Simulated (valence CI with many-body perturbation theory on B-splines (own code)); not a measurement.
## Energy levels of Eu57+

Method: relativistic CI+MBPT: four valence electrons over a frozen Dirac-Fock core [He], radial functions for each j: 11 s, 11 p, 10 d, 8 f, 5 g, 2 h, with the one-electron correlation potential Σ1, the two-electron term Σ2, the three-electron term Σ3, Breit, model QED; selected CI, second order for the rest, scaled by the run's own slope (own B-spline code, finite nucleus).

No measured spectrum was set against this ion. As an estimate, large intervals hold to a few tenths of a per cent, small ones and those within an open d or f shell to about a per cent. Among the levels kept, up to 910 cm⁻¹ of a level comes from second order outside the variational space, and about a tenth of that is noise between levels of different J, which matters for small intervals.

Levels 136 to 180 of 207, with energies above the lowest level, (2s^2 2p1/2^2) J=0. "Leading %" is the weight of the configuration and term that name the level; weights of strongly mixed levels are sums over their largest components and can fall short, so below about 35 % the name and the second component can differ from the true leading terms, or belong to a minority configuration. In the jj column 3d3/2^4 stands for four electrons in 3d with j = 3/2. Lifetimes count E1, E2, E3, M1 and M2 decay at the calculated energies, and are blank where another channel may lead or the interval is too uncertain; long ones can be off by a factor of two.

```tsv
No.	Configuration	Term	J	E (eV)	Leading %	Lifetime	Second component	Leading jj
136	2s.2p2.3s	3S	1	8830.0	68	10.5 fs	15 % 2s.2p2.3s 3P	2s 2p3/2^2 3s (99 %)
137	2s.2p2.3p	3D°	3	8830.2	42	4.90 fs	19 % 2s.2p2.3p 5D°	2s 2p3/2^2 3p1/2 (99 %)
138	2s.2p2.3s	1P	1	8836.2	43	6.04 fs	30 % 2s.2p2.3s 3D	2s 2p3/2^2 3s (99 %)
139	2s.2p2.3s	3P	2	8838.8	63	21.2 fs	17 % 2s.2p2.3s 1D	2s 2p3/2^2 3s (99 %)
140	2s.2p2.3s	1S	0	8855.2	69	14.8 fs	31 % 2s.2p2.3s 3P	2s 2p3/2^2 3s (99 %)
141	2s.2p2.3p	3P°	0	8916.5	80	325 fs	14 % 2s.2p2.3p 5D°	2s 2p3/2^2 3p1/2 (99 %)
142	2s.2p2.3p	3P°	1	8916.7	33	4.71 fs	18 % 2s.2p2.3p 3S°	2s 2p3/2^2 3p1/2 (98 %)
143	2s.2p2.3p	3P°	1	8917.2	50	5.07 fs	21 % 2s.2p2.3p 1P°	2s 2p3/2^2 3p1/2 (98 %)
144	2s.2p2.3p	3D°	2	8918.9	33	7.91 fs	21 % 2s.2p2.3p 1D°	2s 2p3/2^2 3p1/2 (99 %)
145	2p3.3s	3S°	1	9007.0	30	5.32 fs	22 % 2p3.3s 3D°	2p1/2 2p3/2^2 3s (53 %)
146	2p3.3s	5S°	2	9007.3	49	16.5 fs	24 % 2p3.3s 3D°	2p1/2 2p3/2^2 3s (90 %)
147	2s.2p2.3p	3D°	3	9008.5	40	8.11 fs	26 % 2s.2p2.3p 5P°	2s 2p3/2^2 3p3/2 (80 %)
148	2s.2p2.3p	5D°	4	9012.5	60	576 fs	40 % 2s.2p2.3p 3F°	2s 2p3/2^2 3p3/2 (99 %)
149	2p3.3s	3D°	2	9033.6	39	6.56 fs	35 % 2p3.3s 1D°	2p1/2 2p3/2^2 3s (75 %)
150	2p3.3s	3D°	3	9036.3	76	24.8 fs	12 % 2s.2p2.3p 3D°	2p1/2 2p3/2^2 3s (76 %)
151	2p3.3s	3S°	1	9038.6	24	4.79 fs	22 % 2p3.3s 3D°	2s 2p3/2^2 3p3/2 (54 %)
152	2s.2p2.3p	3P°	2	9061.5	30	4.46 fs	25 % 2p3.3s 1D°	2s 2p3/2^2 3p3/2 (66 %)
153	2p3.3p	5P	1	9071.2	39	1.38 fs	18 % 2p3.3p 3D	2p1/2 2p3/2^2 3p1/2 (83 %)
154	2p3.3s	3P°	1	9075.1	54	8.42 fs	28 % 2p3.3s 1P°	2p1/2 2p3/2^2 3s (81 %)
155	2p3.3p	3F	2	9077.3	24	1.24 fs	16 % 2p3.3p 5P	2p1/2 2p3/2^2 3p1/2 (71 %)
156	2p3.3s	3P°	0	9081.0	99	16.2 fs		2p1/2 2p3/2^2 3s (99 %)
157	2p3.3p	3F	3	9088.5	17	1.11 fs	16 % 2s.2p2.3d 5D	2s 2p3/2^2 3d3/2 (59 %)
158	2s.2p2.3d	3F	4	9099.5	37	1.33 fs	25 % 2s.2p2.3d 5F	2s 2p3/2^2 3d3/2 (95 %)
159	2s.2p2.3d	5P	2	9099.6	18	3.05 fs	16 % 2s.2p2.3d 5D	2s 2p3/2^2 3d3/2 (71 %)
160	2s.2p2.3d	5P	1	9101.8	34	2.13 fs	18 % 2s.2p2.3d 3P	2s 2p3/2^2 3d3/2 (82 %)
161	2s.2p2.3p	3P°	0	9102.3	60	144 fs	39 % 2s.2p2.3p 1S°	2s 2p3/2^2 3p3/2 (99 %)
162	2p3.3p	3F	3	9105.2	26	3.96 fs	21 % 2p3.3p 1F	2p1/2 2p3/2^2 3p1/2 (61 %)
163	2s.2p2.3p	3P°	2	9108.1	72	27.5 fs	6 % 2s.2p2.3p 5D°	2s 2p3/2^2 3p3/2 (99 %)
164	2s.2p2.3p	3D°	3	9108.4	63	5.15 fs	15 % 2s.2p2.3p 3F°	2s 2p3/2^2 3p3/2 (95 %)
165	2s.2p2.3p	3P°	2	9118.5	45	50.6 fs	24 % 2s.2p2.3p 1D°	2s 2p3/2^2 3p3/2 (99 %)
166	2s.2p2.3p	1P°	1	9122.4	42	3.97 fs	16 % 2s.2p2.3p 3P°	2s 2p3/2^2 3p3/2 (82 %)
167	2s.2p2.3d	5F	5	9130.6	60	1.89 ps	40 % 2s.2p2.3d 3G	2s 2p3/2^2 3d5/2 (100 %)
168	2p3.3p	3P	2	9133.0	51	3.24 fs	21 % 2p3.3p 1D	2p1/2 2p3/2^2 3p1/2 (98 %)
169	2s.2p2.3d	3F	4	9134.0	55	79.9 fs	29 % 2s.2p2.3d 5D	2s 2p3/2^2 3d5/2 (96 %)
170	2p3.3p	3D	1	9141.1	66	1.62 fs	20 % 2p3.3p 1P	2p1/2 2p3/2^2 3p1/2 (89 %)
171	2s.2p2.3p	1P°	1	9145.2	36	9.67 fs	24 % 2s.2p2.3p 3S°	2s 2p3/2^2 3p3/2 (98 %)
172	2s.2p2.3d	3P	0	9147.0	78	3.30 fs	11 % 2s.2p2.3d 1S	2s 2p3/2^2 3d5/2 (85 %)
173	2s.2p2.3d	3P	1	9160.1	34	1.50 fs	21 % 2s.2p2.3d 3D	2s 2p3/2^2 3d5/2 (83 %)
174	2s.2p2.3d	3D	3	9163.0	38	1.44 fs	18 % 2s.2p2.3d 3F	2s 2p3/2^2 3d5/2 (86 %)
175	2s.2p2.3d	3P	2	9169.2	37	1.25 fs	15 % 2s.2p2.3d 1D	2s 2p3/2^2 3d5/2 (81 %)
176	2s.2p2.3d	3D	1	9182.9	41	1.74 fs	27 % 2s.2p2.3d 1P	2s 2p3/2^2 3d3/2 (78 %)
177	2p3.3p	3P	0	9185.2	64	3.09 fs	35 % 2p3.3p 1S	2p1/2 2p3/2^2 3p1/2 (98 %)
178	2s.2p2.3d	3F	2	9187.4	36	1.11 fs	24 % 2s.2p2.3d 3D	2s 2p3/2^2 3d3/2 (94 %)
179	2s.2p2.3d	3F	3	9189.7	32	1.42 fs	32 % 2s.2p2.3d 1F	2s 2p3/2^2 3d3/2 (90 %)
180	2s.2p2.3d	3D	2	9193.9	57	1.10 fs	20 % 2s.2p2.3d 1D	2s 2p3/2^2 3d3/2 (81 %)
```

Where two levels of one J and parity lie close, their mixing, g and order are uncertain.
